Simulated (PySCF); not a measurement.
## Field gradients at the hydrogen positions

Species: C₉H₉N.
Structure used (PBE0-D3(BJ)/def2-SVP), in Å, numbered top down from 1:
```
atom  x, y, z in Å
C1    -3.6972   -0.0673   -0.5919
C2    -2.6203   -0.7121    0.2653
C3    -1.2303   -0.1578   -0.0119
C4    -0.1536   -0.8168    0.8574
C5     1.1815   -0.3114    0.6082
C6     2.2945    0.1322    0.3736
C7     3.5401    0.6173    0.1188
C8     4.6598    1.0537   -0.1140
C9     5.9122    1.5398   -0.3740
N10    6.9784    1.9531   -0.5958
H11   -3.5000   -0.2214   -1.6646
H12   -4.6906   -0.4860   -0.3728
H13   -3.7483    1.0194   -0.4192
H14   -2.6154   -1.8038    0.0994
H15   -2.8608   -0.5727    1.3340
H16   -1.2167    0.9311    0.1619
H17   -0.9724   -0.3014   -1.0744
H18   -0.1530   -1.9091    0.6924
H19   -0.3923   -0.6738    1.9265
```

Level: PBE0/pcSseg-1 (PySCF, non-relativistic); Q(2H) = 0.00286 b; rigid geometry, the same for H and D, with no vibrational averaging.

**Question.** What are Vzz, η and χzz (234.96 MHz × Q × Vzz) at all hydrogens?

**Answer.** 
```
atom  bonded to  bond length (Å)  Vzz (au)     η  χzz (kHz)
 H11         C1            1.102    0.2897  0.03        195
 H12         C1            1.100    0.2932  0.02        197
 H13         C1            1.102    0.2897  0.03        195
 H14         C2            1.104    0.2818  0.03        189
 H15         C2            1.104    0.2819  0.03        189
 H16         C3            1.103    0.2818  0.04        189
 H17         C3            1.103    0.2818  0.04        189
 H18         C4            1.105    0.2786  0.03        187
 H19         C4            1.105    0.2787  0.03        187
```

**Question.** Give the 2H NMR doublet splittings at H11 for a magnetic field along the z, y and x axes of the gradient: 3χ/2, 3χ(1 + η)/4, 3χ(1 − η)/4.

**Answer.** With |χ| = 194.7 kHz and η = 0.027: 292, 150 and 142 kHz, to first order and without motion.

Geometry: PBE0-D3(BJ)/def2-SVP, one conformer, isolated molecule. A larger basis could move these couplings by a tenth or more.

These values come from a run that also computed NMR shieldings. Time: 65 s. Hardware: Arm Neoverse N1, one thread, no GPU (shared host).
